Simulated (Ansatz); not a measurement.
C6H14Cl2Ge (`C[CH](C)[Ge]([Cl])([Cl])[CH](C)C`), relaxed with RKS PBE0-D4/def2-TZVP in Ansatz 0.2.0 from a PBE-D4/def2-SVP geometry. The force threshold is 0.005 eV/Å; the program also tests the step.

Charge 0, multiplicity 1.

Start:

```xyz
23

C    -2.287    1.253   -1.376
C    -1.325    0.820   -0.266
C    -0.556    1.995    0.352
Ge   -0.054   -0.538   -0.952
Cl    1.055    0.414   -2.596
Cl   -1.249   -2.166   -1.816
C     1.258   -1.400    0.258
C     2.411   -0.460    0.624
C     0.521   -1.974    1.476
H    -2.841    0.390   -1.798
H    -1.738    1.742   -2.207
H    -3.029    1.981   -0.985
H    -1.890    0.280    0.526
H     0.073    1.686    1.211
H    -1.263    2.770    0.720
H     0.105    2.479   -0.396
H     1.649   -2.238   -0.359
H     2.902   -0.042   -0.278
H     3.182   -1.005    1.211
H     2.069    0.392    1.249
H     0.078   -1.172    2.105
H    -0.295   -2.663    1.177
H     1.222   -2.544    2.123
```

```tsv
step	energy (eV)	largest force (eV/Å)	largest move (Å)
1	-87997.8945	0.520	0.000
2	-87997.9852	0.140	0.040
3	-87997.9922	0.048	0.022
4	-87997.9928	0.011	0.011
5	-87997.9929	0.004	0.004
6	-87997.9930	0.003	0.009
7	-87997.9930	0.004	0.014
8	-87997.9930	0.007	0.019
9	-87997.9931	0.005	0.009
```

End:

```xyz
23

C    -2.255    1.264   -1.374
C    -1.312    0.793   -0.277
C    -0.567    1.951    0.375
Ge   -0.054   -0.546   -0.963
Cl    1.027    0.349   -2.614
Cl   -1.231   -2.160   -1.804
C     1.244   -1.385    0.245
C     2.395   -0.457    0.605
C     0.523   -1.926    1.474
H    -2.803    0.434   -1.825
H    -1.707    1.777   -2.168
H    -2.985    1.969   -0.964
H    -1.886    0.253    0.485
H     0.046    1.631    1.220
H    -1.280    2.692    0.749
H     0.085    2.457   -0.343
H     1.631   -2.225   -0.342
H     2.899   -0.068   -0.281
H     3.136   -0.996    1.204
H     2.057    0.395    1.200
H     0.102   -1.118    2.079
H    -0.289   -2.607    1.206
H     1.221   -2.477    2.112
```

Run time 16 s (6 threads of an AMD EPYC 7R13 on a shared host and a share of an NVIDIA H100 80 GB); peak host memory 1.1 GiB.
